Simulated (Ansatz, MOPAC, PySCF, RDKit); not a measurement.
Complex: CH4O (SMILES CO) (first 6 atoms) with CH2O2 (SMILES O=CO); geometry from B3LYP-D3(BJ)/def2-TZVP, rigid monomers moved along the line of their centres of mass till O2···H11 is 2.98 Å.
(charge 0, multiplicity 1):
```xyz
11

C     -0.18960    -0.35027     0.18299
O      0.48930    -0.80552     1.35223
H     -0.90401     0.44544     0.41406
H     -0.72878    -1.20179    -0.22782
H      0.51964     0.01102    -0.56554
H      0.93740    -0.05470     1.77985
O      0.75588     1.17027     4.91190
C     -0.05452     0.53614     5.54919
O     -0.71025    -0.53156     5.12369
H     -0.33853     0.78963     6.57833
H     -0.42189    -0.72285     4.18747
```

Interaction energies are E(AB) − E(A) − E(B) at the monomers' geometry in the complex; basis-set methods are counterpoise corrected. Rows marked so take none.

Cores are frozen in the correlated methods. Rows in 3-21G, 6-311+G**, 6-31G* carry no dispersion term and start afresh at each structure (6-31G* with six Cartesian d functions). The state that AM1, PM3, PM6 reach isn't checked.

The values were computed with Ansatz (Gaussian orbitals); MOPAC for AM1, PM3, PM6 (differences of heats of formation); PySCF for 3-21G rows, 6-311+G** rows, 6-31G* rows, the dispersion terms; RDKit for the force fields. Each number belongs to the level named beside it.

```tsv
level	interaction energy (meV)
MMFF94	-122.8
AM1	-62.6
PM3	-61.0
PM6	-85.7
HF/6-31G*	-133.6
B3LYP/3-21G (no counterpoise)	-172.9
B3LYP/6-311+G** (no counterpoise)	-137.1
B3LYP-D3(BJ)/def2-TZVPPD	___
CCSD(T)/aug-cc-pVDZ	___
```

Problem. Complete the blanks.

Solution. 
- B3LYP-D3(BJ)/def2-TZVPPD, interaction energy (meV): -146.2
- CCSD(T)/aug-cc-pVDZ, interaction energy (meV): -140.7

Ansatz is a quantum-chemistry and plane-wave program.
